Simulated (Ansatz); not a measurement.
Reaction (ligand exchange at a Ge–C bond): `F[SiH2]C#[C][GeH3]` + `[OH][GeH2][F]` → `[F][GeH2][O][GeH3]` + `C#C[SiH2]F`

Program: Ansatz. Geometries: PBE0-D4/def2-TZVP. ΔE: electronic, gas phase. CBS: MP2 limit from def2 TZ/QZ plus the TZ coupled-cluster correction, frozen cores. This one scheme is used for every species. Functionals use def2-TZVPP. B3LYP here is the variant with VWN-RPA as its local correlation; programs differ in this. For Ge outer-core shells are correlated without core-valence functions, which leaves a few kJ/mol of doubt a bond. Scalar relativity is left out up to krypton. One conformer a species, not always the lowest.

```tsv
level	ΔE (kJ/mol)	difference from CCSD(T)/CBS
PBE-D4	-7.2	7.1
r2SCAN-D4	-13.4	0.9
PBE0-D4	-8.7	5.6
B3LYP-D4	-16.8	-2.5
ωB97X-V	-17.2	-2.9
ωB97M-V	-15.4	-1.1
B2PLYP	-15.5	-1.2
PBE	-5.9	8.4
r2SCAN	-13.2	1.1
PBE0	-7.6	6.7
B3LYP	-14.7	-0.4
HF/def2-TZVPP	-25.6	-11.3
MP2/def2-TZVPP	-11.6	2.7
SCS-MP2/def2-TZVPP	-15.7	-1.4
CCSD/def2-TZVPP	-14.7	-0.4
CCSD(T)/def2-TZVPP	-13.3	1.0
HF/def2-QZVPP	-27.3	-13.0
MP2/def2-QZVPP	-12.8	1.5
SCS-MP2/def2-QZVPP	-16.7	-2.4
HF/CBS(def2)	-27.6	-13.3
MP2/CBS(def2)	-12.6	1.7
CCSD/CBS(def2)	-15.7	-1.4
CCSD(T)/CBS	-14.3	0
```

Largest T1 diagnostic among the species: 0.012.

In def2-TZVPP, CCSD(T) changes the Hartree–Fock value by +12.2 kJ/mol (the triples alone add +1.4 kJ/mol) and MP2 by +13.9 kJ/mol.
